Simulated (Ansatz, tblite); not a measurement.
Cost and result up the ladder for In₁₃P₁₃H₃₂, a nanocrystal cut from wurtzite InP (hydrogen-capped) (58 atoms). Charge 0, multiplicity 1. Geometry: PBE-D4/def2-SVP.

```xyz
58

In   -5.162   -2.573   -0.110
P    -2.820   -2.962   -1.336
In   -2.469    0.813   -3.979
P    -0.093    0.512   -5.172
In   -3.734    1.500   -0.265
P    -4.241   -0.512    1.259
P    -1.573    0.954   -1.536
In   -0.841   -1.359   -0.811
In    2.036   -0.314   -3.925
P     1.211   -2.089   -2.230
In   -2.446   -1.206    2.968
P    -0.310   -1.710    1.642
In   -0.052   -4.266    2.088
In    3.257   -2.882   -0.856
P     2.327   -4.559    0.903
P    -2.909    3.396    1.378
In    0.333    2.601   -0.973
P     2.407    1.634   -2.276
In   -0.833    3.150    2.964
P    -1.787    1.038    4.196
P     1.033    2.268    1.483
In    1.620   -0.114    2.268
In    4.532    1.042   -0.934
P     3.555   -0.781    0.612
In    2.857    3.994    2.204
P     4.838    3.084    0.644
H    -6.239   -1.981   -1.335
H    -5.328   -3.916    0.976
H    -2.962   -3.015   -2.758
H    -2.334   -4.287   -1.105
H    -3.207   -0.754   -4.187
H    -3.065    2.357   -4.507
H    -0.187   -0.218   -6.401
H     0.332    1.756   -5.740
H    -5.087    2.090   -1.189
H    -5.360   -0.097    2.055
H     3.358   -0.797   -4.945
H     0.795   -3.219   -3.008
H    -2.958   -2.378    4.150
H    -1.124   -5.110    1.001
H     0.216   -4.573    3.776
H     4.616   -3.447   -1.779
H     2.524   -5.880    0.387
H     3.366   -4.599    1.888
H    -4.012    3.924    2.126
H    -2.665    4.555    0.573
H     0.027    4.258   -1.425
H     2.843    2.693   -3.141
H    -0.638    4.513    4.027
H    -2.834    1.445    5.086
H    -0.824    0.689    5.196
H     2.149   -0.225    3.928
H     5.933    0.594   -1.863
H     4.666   -1.144    1.444
H     2.468    5.548    1.525
H     3.389    3.620    3.818
H     5.382    4.124   -0.177
H     6.024    2.815    1.399
```

Ansatz on 11 threads of AMD EPYC 7R13 on a shared host and a whole NVIDIA H100 80GB HBM3; xTB runs through tblite on one thread. Times are rough, summed over both states, and most runs start from the orbitals of an earlier one. PBE0-D4/def2-TZVP serves as the yardstick here, not as an exact answer. The other state is a doublet.

In the def2 sets In takes a core potential; there is no spin–orbit coupling. The xTB rows come from tblite. Single mean-field runs in def2-TZVP are fitted with def2-universal-jkfit. HOMO above LUMO, or a gap near zero within one spin, warns that the state may not be the lowest or that an electron is smeared out.

Raw xTB energies of ions are shifted by several eV.

| level | functions | vertical IE (eV) | difference from PBE0-D4/def2-TZVP (eV) | remarks |
| --- | --- | --- | --- | --- |
| GFN2-xTB | 266 | 11.80 | 4.28 | – |
| PBE0-D4/def2-TZVP | 1323 | 7.52 | 0.00 | – |
| PBE-D4/def2-TZVP | 1323 | 7.07 | -0.45 | gap within one spin near zero (+1 doublet) |
| GFN1-xTB | 298 | 10.21 | 2.68 | – |
| BLYP-D4/def2-TZVP (with forces) | 1323 | 6.98 | -0.54 | gap within one spin near zero (+1 doublet) |

**Question.** Estimate how long each takes.

**Answer.** GFN2-xTB 1.7 s; GFN1-xTB 1.9 s; PBE-D4/def2-TZVP 35 s; BLYP-D4/def2-TZVP (with forces) 36 s; PBE0-D4/def2-TZVP 71 s. On shared hardware such times vary by a factor of up to 3.
